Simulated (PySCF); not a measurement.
Cl3La, charge -1, doublet, geometry from GFN2-xTB of the parent state (such geometries of metal compounds can be far from the true shape) (the multiplicity is a formal guess) (core potentials on La) (a gas-phase anion, which may not be bound at this level); SVWN5/def2-SVP (PySCF).

PySCF was given this input:
```python
from pyscf import gto, scf, dft

mol = gto.M(
    atom='''
La    0.085161   -0.267796   -0.672679
Cl   -2.046443   -0.848180    0.492469
Cl    0.261463    2.049152    0.334915
Cl    1.499441   -0.303069    1.428069
''',
    basis='def2-svp',
    ecp={'La': 'def2-svp'},
    charge=-1,
    spin=1,
    verbose=4,
)

mf = dft.ROKS(mol)
mf.xc = 'lda,vwn'
mf.kernel()
mf.analyze()
```

Output, abridged:

```
PySCF version 2.14.0

[INPUT] verbose = 4
[INPUT] num. atoms = 4
[INPUT] num. electrons = 63
[INPUT] charge = -1
[INPUT] spin (= nelec alpha-beta = 2S) = 1
[INPUT] symmetry False subgroup None
[INPUT] Mole.unit = angstrom
[INPUT] Symbol           X                Y                Z      unit          X                Y                Z       unit  Magmom
[...]
nuclear repulsion = 253.471191885499
number of shells = 36
number of NR pGTOs = 165
number of NR cGTOs = 86
basis = def2-svp
ecp = {'La': 'def2-svp'}

******** <class 'pyscf.dft.roks.ROKS'> ********
method = ROKS
initial guess = minao
damping factor = 0
level_shift factor = 0
DIIS = <class 'pyscf.scf.diis.CDIIS'>
diis_start_cycle = 1
diis_space = 8
diis_damp = 0
SCF conv_tol = 1e-09
SCF conv_tol_grad = None
SCF max_cycles = 50
direct_scf = True
direct_scf_tol = 1e-13
num. doubly occ = 31  num. singly occ = 1
XC library pyscf.dft.libxc version 7.1.2
    S. Lehtola, C. Steigemann, M. J. T. Oliveira, and M. A. L. Marques,  SoftwareX 7, 1–5 (2018)
XC functionals = lda,vwn
    P. A. M. Dirac,  Math. Proc. Cambridge Philos. Soc. 26, 376 (1930)
    F. Bloch,  Z. Phys. 57, 545 (1929)
    S. H. Vosko, L. Wilk, and M. Nusair,  Can. J. Phys. 58, 1200 (1980)
radial grids:
    Treutler-Ahlrichs [JCP 102, 346 (1995); DOI:10.1063/1.469408] (M4) radial grids

becke partition: Becke, JCP 88, 2547 (1988); DOI:10.1063/1.454033
pruning grids: <function nwchem_prune>
grids dens level: 3
symmetrized grids: False
atomic radii adjust function: <function treutler_atomic_radii_adjust>
small_rho_cutoff = 0
Set gradient conv threshold to 3.16228e-05
tot grids = 81344
init E= -1404.4426276873
[...]
cycle= 1 E= -1406.78652573536  delta_E= -2.34  |g|= 1.36  |ddm|= 7.36
[...]
cycle= 2 E= -1406.37879783997  delta_E= 0.408  |g|= 1.81  |ddm|= 6.04

WARN: HOMO 0.144303816493656 >= LUMO 0.0606182166780513

cycle= 3 E= -1407.42040637652  delta_E= -1.04  |g|= 0.134  |ddm|= 5.28
[...]
cycle= 4 E= -1407.49029946257  delta_E= -0.0699  |g|= 0.173  |ddm|= 1.71
[...]
cycle= 5 E= -1407.49963282525  delta_E= -0.00933  |g|= 0.0852  |ddm|= 0.194
[...]
cycle= 6 E= -1407.50207937224  delta_E= -0.00245  |g|= 0.0334  |ddm|= 0.158
[...]
cycle= 7 E= -1407.50248558725  delta_E= -0.000406  |g|= 0.00766  |ddm|= 0.084
[...]
cycle= 8 E= -1407.50250349993  delta_E= -1.79e-05  |g|= 0.00386  |ddm|= 0.0142
[...]
cycle= 9 E= -1407.50250826072  delta_E= -4.76e-06  |g|= 0.000572  |ddm|= 0.00515
[...]
cycle= 10 E= -1407.50250837547  delta_E= -1.15e-07  |g|= 0.000252  |ddm|= 0.00184
[...]
cycle= 11 E= -1407.50250840091  delta_E= -2.54e-08  |g|= 3.78e-05  |ddm|= 0.000423
[...]
cycle= 12 E= -1407.50250840169  delta_E= -7.74e-10  |g|= 6.83e-06  |ddm|= 0.000123
[...]
Extra cycle  E= -1407.50250840168  delta_E= 1e-11  |g|= 8.5e-06  |ddm|= 1.37e-05
converged SCF energy = -1407.50250840168
**** SCF Summaries ****
Total Energy =                       -1407.502508401675868
Nuclear Repulsion Energy =             253.471191885498968
One-electron Energy =                -2475.274405980573647
Two-electron Energy =                  814.300705693398982
Two-electron Coulomb Energy =          899.074874439282326
DFT Exchange-Correlation Energy =      -84.774168745883330
HOMO-LUMO gap [eV] =                     0.788917109493896
**** MO energy ****
                Roothaan           | alpha              | beta
[...]
WARN: Weak orthogonality for localized orbitals 3.330332508476103e-09

WARN: System has nonzero charge -1; the dipole moment is origin-dependent.
Location of origin: [0. 0. 0.]

Dipole moment(X, Y, Z, Debye): -0.99964,  0.01266,  1.15935
```
